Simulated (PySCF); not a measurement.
# Bond length, frequency and bond energy of AlAs⁺ by level of theory

State: ⁴Σ⁻ (quartet), unpaired electrons σ ↑, π ↑↑. Set-up: PySCF, no relativity, basis sets Al def2-TZVPPD, As def2-TZVPPD. De refers to Al⁺ + As in their high-spin ground configurations, without counterpoise correction. The functionals are run spin-unrestricted. A positive dipole points towards As; it is taken about the centre of mass and depends on that origin. Levels whose curve was spin-contaminated or gave no clean fit are not listed.

| Level | Re (Å) | ωe (cm⁻¹) | De (eV) | μ (D) |
| --- | --- | --- | --- | --- |
| UHF-MP2 | 2.676 | 153 | 0.51 | n/a |
| UHF-SCS-MP2 | 2.714 | 141 | 0.448 | n/a |
| UHF-CCSD | 2.712 | 153 | 0.490 | n/a |
| UHF-CCSD(T) | 2.665 | 171 | 0.56 | n/a |
| PBE | 2.579 | 224 | 1.01 | -4.99 |
| revPBE | 2.600 | 214 | 0.91 | -5.04 |
| PW91 | 2.573 | 225 | 1.02 | -4.99 |
| BLYP | 2.626 | 200 | 0.84 | -5.13 |
| BP86 | 2.583 | 220 | 0.96 | -5.05 |
| r²SCAN | 2.534 | 244 | 0.99 | -5.19 |
| PBE0 | 2.581 | 213 | 0.88 | -5.16 |
| BHandHLYP | 2.641 | 178 | 0.64 | -5.44 |
| CAM-B3LYP | 2.618 | 186 | 0.69 | -5.33 |

Question: Which functional lies closest to UHF-CCSD(T) in De, which farthest, and by how much do they differ from it?

Answer: Closest is BHandHLYP (-2.4 pm in Re, +4.1 % in ωe, +0.08 eV in De against UHF-CCSD(T) in the same basis), farthest PW91 (-9.2 pm in Re, +31.6 % in ωe, +0.46 eV in De). CCSD(T) converges more slowly with the basis than the functionals do and binds too weakly in this one, so the order can change at the basis-set limit.

Question: What does a quarter of exact exchange do here, going from PBE to PBE0?

Answer: PBE0 less PBE: +0.2 pm in Re, -4.9 % in ωe, -0.13 eV in De. Exact exchange removes part of the self-interaction that spreads semilocal densities, and in most molecules shortens and stiffens the bond and lowers De; here Re and ωe go the other way.

Question: What does the triples do here, going from UHF-CCSD to UHF-CCSD(T)?

Answer: UHF-CCSD(T) less UHF-CCSD: -4.7 pm in Re, +11.8 % in ωe, +0.07 eV in De. Correlation nearly always deepens the well. The bond shortens, as in weak, metallic or heavy-atom bonds, where dispersion and the correlation of outer-core electrons pull the atoms together.

Correlated steps freeze 14 core orbitals. Spin–orbit coupling is left out. For an ion De counts to the pair picked by the measured ionisation energies or electron affinities, which need not be the lowest pair at this level. The state was picked by a PBE0 search and need not be the measured ground state.

The whole job (state search and all levels along the bond) took about 15 min on 2 threads of Arm Neoverse V1 (shared host), peak memory 4.4 GiB.
